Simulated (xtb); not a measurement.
S4, SMILES S=[S][S]=S (connectivity only; charge and spin as stated), neutral, multiplicity 1. All values are semi-empirical tight-binding results from xtb (GFN2-xTB unless named), good for trends rather than for accurate numbers. Geometry: GFN2-xTB. The values are those of a single conformer.

Optimised geometry:

Bond lengths (Å): S1–S2 2.160, S1–S4 1.915, S2–S3 1.915. Bond angles (°): S2–S1–S4 105.3, S1–S2–S3 105.3.

Task: Estimate the properties. (Estimate from the structure and the level; the computed values follow.)

Result: 
* **point group as xtb finds it**: C2v
* **orbital gap**: 0.63 eV
* **zero-point energy**: 3.1 kcal/mol
* **G − E(el) at 298.15 K (modified RRHO)**: -15.9 kcal/mol
* **static polarisability (D4 model)**: 79.9 bohr³
* **solvation energy, GFN2-xTB/ALPB(water)**: 4.3 kcal/mol
* **solvation energy, GFN2-xTB/ALPB(ch2cl2)**: -6.8 kcal/mol

Task: Give the atomic charges and the Wiberg bond orders between heavy atoms. (An estimate is asked for; the answer gives what the named calculation found.)

Result: charges (e) S1 0.11, S2 0.11, S3 -0.11, S4 -0.11. Bond orders S1–S2 0.97, S1–S3 0.40, S2–S3 1.61, S1–S4 1.61, S2–S4 0.40, S3–S4 0.34.
